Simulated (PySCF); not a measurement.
Compound: C2H11NOSi2.
SMILES: `CCO[SiH2]N[SiH3]`

Torsions of this conformer, `[CH3:1][CH2:2][O:3][SiH2:4][NH:5][SiH3:6]`: C1–C2–O3–Si4 -177°, C2–O3–Si4–N5 176°, O3–Si4–N5–Si6 -3°.

The closed-shell ground state was solved at several levels (PySCF, density fitting, gas phase, non-relativistic). Geometry: PBE0-D3(BJ)/def2-SVP, one conformer, isolated molecule.

```csv
level,basis functions,total energy (Eh),HOMO (eV),LUMO (eV),gap (eV),dipole (D)
PBE0/pcSseg-1,171,-791.3270,-7.34,0.53,7.87,1.21
CAM-B3LYP/def2-SVPD,219,-791.4570,-8.72,1.01,9.73,1.21
```

Problem. What might HF/pcSseg-1 (171 basis functions) give for the same quantities?

Solution. Total energy -789.3376 Eh, HOMO -10.63 eV, LUMO 3.80 eV, gap 14.43 eV, dipole 1.41 D.

Problem. Over all these levels, which gives the widest orbital gap and which the narrowest?

Solution. HF/pcSseg-1 (Hartree–Fock, all exact exchange) has the widest, 14.43 eV, and PBE0/pcSseg-1 (global hybrid, 25 % exact exchange) the narrowest, 7.87 eV. The two share the basis. From the narrowest to the widest the HOMO moves by -3.29 eV and the LUMO by +3.27 eV. The HOMO need not be the same orbital at Hartree–Fock and at DFT levels.

Problem. How far do the dipole and the HOMO energy spread over the levels?

Solution. The dipole runs from 1.21 to 1.41 D (mean 1.28 D) and the HOMO from -10.63 to -7.34 eV.
